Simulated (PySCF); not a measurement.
## NMR problem set

Single conformer, no solvent model, equivalent nuclei averaged, non-relativistic. Shielding tensors at PBE0/pcSseg-1 (GIAO); GFN2-xTB structure; PySCF 2.14.0 with density-fitted response routines.

Referencing at the same level of theory: 1H (σref 31.72), 13C (σref 186.93) against TMS. Where no couplings were computed, multiplicities follow the n + 1 count of equivalent neighbours, and m marks all less simple cases (inequivalent or close neighbours, rings, F or P nearby). Shifts are as computed. Against solution values, carbons near 30 ppm lie about +3 ppm off and those near 130 ppm about +5 ppm. Of 1309 compounds with measured shifts, 239 miss one by over three times the rms of a fit or turn the order of signals round; such compounds aren't used in these exercises. OH and NH positions are gas-phase values without hydrogen bonding to other molecules.

Task: C₅H₉NOSi. 1H NMR (400 MHz, computed): δ 5.50 (m, 1H), 5.39 (m, 1H), 4.76 (s, 2H), 4.22 (s, 2H), 3.53 (s, 2H), 0.40 (br s, 1H). 13C{1H} NMR (computed): δ 241.1 (C), 147.6 (C), 123.8 (CH2), 62.4 (CH2), 54.1 (CH2). What is it?

Result: `C=C1CN[SiH2]C(=O)C1`. The formula gives 3 degrees of unsaturation (1 ring in the answer). 5 carbon signals for 5 carbons: no two carbons are equivalent. Carbon types of the structure: 2 × C, 3 × CH2, leaving 3 H on heteroatoms. δC 241.1: carbonyl carbon. δC 147.6: fully substituted alkene carbon; an sp2 carbon of a C=C bond. δC 123.8: terminal =CH2 carbon; an sp2 carbon of a C=C bond. δC 62.4: sp3 CH2 α to a carbonyl.

The shifts were computed for this structure.

Task: C₅H₉NOSi. 1H NMR (500 MHz, computed): δ 4.67 (m, 1H), 4.55 (m, 1H), 4.43 (m, 1H), 4.34 (m, 1H), 3.47 (m, 1H), 3.47 (m, 1H), 1.98 (m, 1H), 1.11 (m, 1H), 0.56 (m, 1H). 13C{1H} NMR (computed): δ 123.0 (C), 73.4 (CH2), 71.3 (CH2), 10.9 (CH2), 10.4 (CH). What is it?

Result: SMILES N#C[C@@H]1COCC[SiH2]1. The formula gives 3 degrees of unsaturation (1 ring in the answer). 5 carbon signals for 5 carbons: no two carbons are equivalent. Carbon types of the structure: 1 × C, 1 × CH, 3 × CH2, leaving 2 H on heteroatoms. δC 123.0: nitrile carbon; this is the usual window of a C≡N carbon, which has no attached hydrogen. δC 73.4, 71.3: sp3 CH2 bonded to O; deshielded by the electronegative neighbour. δC 10.9: sp3 CH2 bonded to Si; an electropositive neighbour leaves it electron-rich and shielded. δH 4.67, 4.55, 3.47, 3.47: hydrogen on an sp3 CH2 bonded to O; its carbon carries O, an electronegative neighbour.

The shifts were computed for this structure.
